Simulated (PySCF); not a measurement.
Zr(Me)2(H)2 (C2H8Zr), SMILES [CH3][ZrH2][CH3], multiplicity 1.

Coordinates come from a B3LYP-D3(BJ)/def2-SVP optimisation. The spin state was assumed, not searched. The def2 effective core potentials stand for the cores of Zr; spin–orbit coupling is left out.

Method: B3LYP-D3(BJ)/def2-SVP in PySCF.

Frequencies are harmonic and unscaled.

Computed vibrational spectrum:
| mode | ν (cm⁻¹) | IR (km/mol) | Raman (Å⁴/amu) | depolarisation | moving atoms (share of kinetic energy) |
|---|---|---|---|---|---|
| 1 | 97 | 0.0 | 0.1 | 0.75 | H 99 % |
| 2 | 100 | 0.0 | 0.1 | 0.75 | H 94 % |
| 3 | 130 | 0.7 | 3.3 | 0.74 | C 49 %, H 38 %, Zr 13 % |
| 4 | 234 | 8.1 | 0.6 | 0.75 | H 98 % |
| 5 | 292 | 0.0 | 1.9 | 0.75 | H 95 % |
| 6 | 318 | 2.5 | 0.2 | 0.75 | H 91 %, C 8 % |
| 7 | 438 | 0.2 | 4.4 | 0.38 | H 58 %, C 41 % |
| 8 | 465 | 0.1 | 5.7 | 0.75 | H 51 %, C 43 % |
| 9 | 474 | 43.9 | 3.6 | 0.75 | H 76 %, C 20 % |
| 10 | 538 | 24.1 | 16.7 | 0.24 | C 46 %, H 44 %, Zr 9 % |
| 11 | 555 | 0.0 | 36.9 | 0.75 | H 89 %, C 11 % |
| 12 | 574 | 270.7 | 0.1 | 0.75 | H 65 %, C 21 %, Zr 15 % |
| 13 | 618 | 151.9 | 40.4 | 0.70 | H 94 % |
| 14 | 1144 | 21.5 | 8.1 | 0.75 | H 76 %, C 24 % |
| 15 | 1146 | 4.0 | 14.7 | 0.13 | H 77 %, C 23 % |
| 16 | 1387 | 1.7 | 11.7 | 0.75 | H 94 % |
| 17 | 1391 | 11.2 | 16.8 | 0.74 | H 95 % |
| 18 | 1391 | 0.0 | 6.7 | 0.75 | H 94 % |
| 19 | 1391 | 16.1 | 21.1 | 0.75 | H 94 % |
| 20 | 1639 | 557.6 | 75.7 | 0.75 | H 98 % |
| 21 | 1670 | 320.4 | 223.5 | 0.05 | H 99 % |
| 22 | 2971 | 0.0 | 2.3 | 0.75 | H 97 % |
| 23 | 2972 | 1.3 | 308.8 | 0.01 | H 97 % |
| 24 | 3057 | 0.0 | 158.0 | 0.75 | H 91 %, C 9 % |
| 25 | 3058 | 11.1 | 2.7 | 0.75 | H 91 %, C 9 % |
| 26 | 3086 | 1.8 | 1.7 | 0.75 | H 91 %, C 9 % |
| 27 | 3090 | 7.6 | 147.7 | 0.70 | H 91 %, C 9 % |
